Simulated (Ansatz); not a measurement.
Total energies of Rb₃H₂⁺ from Ansatz at r2SCAN-D4/def2-TZVP, gas phase (1 Eh = 27.2114 eV = 2625.5 kJ/mol). The reference geometry is relaxed at r2SCAN-D4/def2-TZVP.

```xyz
5

Rb   -4.6075    2.1151    0.7099
Rb    0.2216    0.4578   -0.1981
Rb    4.3255   -2.7032   -0.4413
H     2.3329   -1.1752   -0.3220
H    -2.2724    1.3055    0.2515
```

```json
{"state": "charge 1 singlet", "geometry": "reference", "energy (Eh)": "-73.37544"}
{"state": "charge 0 doublet", "geometry": "reference", "energy (Eh)": "-73.47178"}
{"state": "charge 1 triplet", "geometry": "relaxed at r2SCAN-D4/def2-TZVP", "energy (Eh)": "-73.26095"}
{"state": "charge 1 quintet", "geometry": "relaxed at r2SCAN-D4/def2-TZVP", "energy (Eh)": "-73.18279"}
```

In the def2 sets Rb takes a core potential; there is no spin–orbit coupling.

**Question.** Work out the vertical electron affinity, to the doublet.

**Answer.** E(charge 1 singlet) − E(charge 0 doublet) = -73.37544 − (-73.47178) = 0.09634 Eh = 2.62 eV.

**Question.** Which of the charge 1 states is lowest, and how far above it are the others?

**Answer.** The singlet. triplet: -73.26095 − (-73.37544) = 0.11449 Eh = 300.6 kJ/mol; quintet: -73.18279 − (-73.37544) = 0.19265 Eh = 505.8 kJ/mol. The quintet has fallen apart, so its energy is that of loose fragments and no spin gap. The quintet differs in its bonds from the reference.

At r2SCAN-D4/def2-TZVP the gap within one spin of the charge 0 doublet nearly closes, so an electron or hole may be smeared out by delocalisation error. At r2SCAN-D4/def2-TZVP the gap within one spin of the charge 1 triplet nearly closes, so an electron or hole may be smeared out by delocalisation error. 

The structure comes from a short search, and lower isomers may exist.
